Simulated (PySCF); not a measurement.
# Electron correlation in Cl²⁺ (chlorine, charge +2)

[Ne] 3s1 3p4, high-spin 4P determinant (an excited configuration). Calculation: PySCF 2.14, in aug-cc-pVQZ-DK (7s6p4d3f2g, 84 functions); scalar relativity by spin-free X2C-1e. Frozen: [Ne]; 5 electrons correlated.

| level | correlation energy (mhartree) |
| --- | --- |
| CCSD | -142.42 |
| (T) | -8.04 |
| CCSD(T) | -150.46 |

Diagnostics: T1 = 0.012, D1 = 0.0304, largest double amplitude 0.182.

**Question.** Is a single reference adequate?

**Answer.** Not fully. A double-excitation amplitude exceeds 0.15, a sign of near-degeneracy.
